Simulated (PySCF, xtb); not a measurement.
Te(Br)(SiH3) (BrH₃SiTe), SMILES [SiH3][Te]Br.

The structure is a stationary point at PBE-D3(BJ)/def2-SVP. The structure was generated by enumeration, and PubChem lists no compound with its InChIKey, so it may never have been made. The def2 effective core potentials stand for the cores of Te; spin–orbit coupling is left out.

Computed with IEF-PCM-PBE0/def2-SVP (PySCF 2.14.0).

The values are the electrostatic part of the solvation free energy, E(continuum) − E(gas) at the gas-phase geometry, in a cavity of scaled van der Waals radii (PySCF's table); cavitation and dispersion terms are not included. In vacuum the orbital gap is 3.59 eV. The dipole moment in vacuum is 2.00 D.

Computed values in water (ε = 78.36), benzene (ε = 2.27), tetrahydrofuran (ε = 7.43):
```tsv
solvent	ε	ΔG(elec) (kcal/mol)	dipole (D)	gap (eV)
water	78.36	-2.3	2.88	3.69
benzene	2.27	-1.0	2.37	3.63
tetrahydrofuran	7.43	-1.9	2.70	3.67
```

For comparison, GFN2-xTB/ALPB(water) (xtb, at the GFN2-xTB geometry, all terms of that model) gives -1.5 kcal/mol.
